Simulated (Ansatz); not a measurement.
Basis-set series for `[Cl][SnH]([Br])[Br]`. Charge 0, multiplicity 1. Sn: def2 effective core potential. The geometry is a stationary point of PBE0-D4/def2-TZVP.

```
functional       basis  functions  energy (Eh)  HOMO (eV)  LUMO (eV)
   PBE0-D4    def2-SVP        113  -5822.03605      -8.68      -2.38
   PBE0-D4  def2-QZVPP        360  -5822.95420      -8.81      -2.52
   ωB97M-V    def2-SVP        113  -5822.41714     -10.84      -0.32
   ωB97M-V  def2-QZVPP        360  -5823.32624     -11.01      -0.60
```

Q: Give the rows for def2-TZVPP. (An estimate is asked.)

A: Computed: 
| functional | basis | functions | energy (Eh) | HOMO (eV) | LUMO (eV) |
| --- | --- | --- | --- | --- | --- |
| PBE0-D4 | def2-TZVPP | 202 | -5822.83289 | -8.79 | -2.50 |
| ωB97M-V | def2-TZVPP | 202 | -5823.20939 | -10.99 | -0.54 |

Scalar relativity is left out up to krypton.
